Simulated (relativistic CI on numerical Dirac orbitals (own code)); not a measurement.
## Ligand-field terms of d5

Computed with a parametric ligand-field model of a d^n configuration (Racah B and C, spin-orbit zeta, crystal field), exact diagonalisation.

Field parameters in Wybourne normalisation: Oh B⁴₀ = 21Dq, B⁴₄ = √(5/14) B⁴₀. The field is a parameter set, without covalency.

B = 300 cm⁻¹, C = 1340 cm⁻¹ (C/B = 4.47), Oh, no spin-orbit coupling. Tanabe-Sugano data, E/B above the lowest term (Δ = |10Dq|; b, c mark the second and third term of a kind):

```csv
Δ/B,6A1,4T1,4T2,4T1(b),2T2,2A2
1.0,0.00,32.19,32.31,38.40,46.56,46.63
3.0,0.00,31.23,32.14,39.28,45.20,45.90
5.0,0.00,29.77,31.79,40.58,42.69,44.67
7.0,0.00,28.09,31.21,41.99,39.56,43.16
9.0,0.00,26.31,30.37,43.38,36.14,41.50
11.0,0.00,24.47,29.30,44.66,32.58,39.73
13.0,0.00,22.60,28.01,45.79,28.94,37.92
15.0,0.00,20.70,26.55,46.73,25.23,36.06
17.0,0.00,18.79,24.96,47.47,21.49,34.17
19.0,0.00,16.86,23.29,48.04,17.71,32.26
21.0,0.00,14.92,21.56,48.48,13.91,30.34
23.0,0.00,12.97,19.77,48.80,10.09,28.40
25.0,0.00,11.02,17.95,49.05,6.25,26.46
27.0,0.00,9.06,16.10,49.24,2.40,24.51
29.0,1.46,8.57,15.69,50.86,0.00,24.02
31.0,5.34,10.48,17.67,54.85,0.00,25.93
33.0,9.23,12.39,19.66,58.83,0.00,27.85
35.0,13.12,14.31,21.63,62.81,0.00,29.77
37.0,17.02,16.24,23.61,66.77,0.00,31.70
39.0,20.93,18.17,25.58,70.74,0.00,33.63
41.0,24.84,20.11,27.56,74.70,0.00,35.57
43.0,28.76,22.05,29.53,78.66,0.00,37.51
45.0,32.69,23.99,31.50,82.62,0.00,39.46
47.0,36.62,25.94,33.48,86.58,0.00,41.40
```

The ground term changes from 6A1 to 2T2 between Δ/B = 27.0 and 29.0.
